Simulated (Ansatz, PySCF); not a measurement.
Au(Me)(CNMe) (C3H6AuN), SMILES C[N+]#[C-]->[Au][CH3], multiplicity 1.

The structure is a stationary point at PBE0-D3(BJ)/def2-SVP. The spin state was assumed, not searched. The isomer is the one that the SMILES or the coordinates give; other isomers of the formula were not compared. The def2 effective core potentials stand for the cores of Au; spin–orbit coupling is left out.

Vertical ionisation energy (IE) and electron affinity (EA) in eV. Rows of orbital energies are one-electron estimates. Where ΔSCF, EOM or ADC give a negative EA the extra electron is unbound and the value depends on the basis.

```
level                                                                             IE          EA
------------------------------------------------------------------------  ----------  ----------
−ε(HOMO), −ε(LUMO), B3LYP/def2-TZVP (PySCF)                                     6.32        0.96
−ε(HOMO), −ε(LUMO), PBE/def2-TZVP (PySCF)                                 (withheld)  (withheld)
ΔSCF, CAM-B3LYP/def2-SVPD (Ansatz), final states of multiplicity 2 and 2        8.50       -0.97
ΔSCF, PBE/def2-SVPD (Ansatz), final states of multiplicity 2 and 2              8.52       -0.82
```

Problem. What belongs in the gaps? (Estimate from the structure and the level; the computed values follow.)

Solution. 
- −ε(HOMO), −ε(LUMO), PBE/def2-TZVP (PySCF), IE: 5.52
- −ε(HOMO), −ε(LUMO), PBE/def2-TZVP (PySCF), EA: 1.61

Problem. What vertical singlet–triplet gap does ΔSCF give with CAM-B3LYP/def2-SVPD (Ansatz, an electronic-structure program) and with PBE/def2-SVPD (Ansatz)? (An estimate is asked for; the answer gives what the named calculation found.)

Solution. 4.54 and 4.48 eV (triplet above singlet where positive).
